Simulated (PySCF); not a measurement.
## Magnetisability: `N(/C)=C\[C@@H]1[C@H]2CC[C@@H]12`, C7H11N

Geometry:
| atom | x (Å) | y (Å) | z (Å) |
| --- | --- | --- | --- |
| C1 | 3.589 | -0.147 | -0.160 |
| N2 | 2.291 | -0.271 | 0.420 |
| C3 | 1.264 | 0.016 | -0.247 |
| C4 | -0.075 | -0.103 | 0.327 |
| C5 | -1.200 | -0.511 | -0.595 |
| C6 | -2.456 | -0.743 | 0.234 |
| C7 | -2.366 | 0.714 | 0.736 |
| C8 | -1.114 | 0.904 | -0.108 |
| H9 | 3.576 | 0.209 | -1.201 |
| H10 | 4.076 | -1.122 | -0.119 |
| H11 | 4.175 | 0.542 | 0.451 |
| H12 | 1.312 | 0.372 | -1.291 |
| H13 | -0.079 | -0.456 | 1.351 |
| H14 | -1.014 | -0.927 | -1.572 |
| H15 | -3.340 | -0.930 | -0.371 |
| H16 | -2.375 | -1.517 | 0.996 |
| H17 | -3.200 | 1.331 | 0.410 |
| H18 | -2.226 | 0.841 | 1.809 |
| H19 | -0.846 | 1.808 | -0.631 |

Level of theory: GIAO PBE0/pcSseg-1 magnetisability, rotational g tensor and spin-rotation constants, non-relativistic, gas phase (PySCF 2.14.0). Geometry: GFN2-xTB.

**Question.** How diamagnetic is it, and how anisotropic?

**Answer.** Isotropic -1256 × 10⁻³⁰ J/T², or -75.6 × 10⁻⁶ cm³/mol; principal values -1440, -1347, -980 × 10⁻³⁰ J/T², anisotropy 422 × 10⁻³⁰ J/T² (root of half the summed squared differences of the principal values). The susceptibility is in cgs units.

**Question.** Split it along the inertial axes a, b, c into diamagnetic and paramagnetic parts about the centre of mass, with the quadrupole moment.

**Answer.** 
```tsv
axis	χ (10⁻⁶ cm³/mol)	diamagnetic (10⁻⁶ cm³/mol)	paramagnetic (10⁻⁶ cm³/mol)	summed x² of all electrons (Å²)	quadrupole Θ (D Å)
a	-75.6	-277.0	201.3	302.7	+4.44
b	-81.1	-1408.0	1326.9	36.1	-2.07
c	-70.1	-1437.1	1367.0	29.2	-2.36
```
Anisotropies 2χaa − χbb − χcc = -0.1 and 2χbb − χaa − χcc = -16.5 × 10⁻⁶ cm³/mol. Θ is traceless in Buckingham's convention.

**Question.** And the rotational g tensor?

**Answer.** 
```csv
axis,rotational constant (GHz),g,nuclear part,electronic part
a,7.7438,-0.0474,0.6849,-0.7324
b,0.9543,-0.0017,0.5932,-0.5949
c,0.9298,-0.0064,0.5907,-0.5971
```
Asymmetric top; isotopes 12C, 1H, 14N; no vibrational averaging.
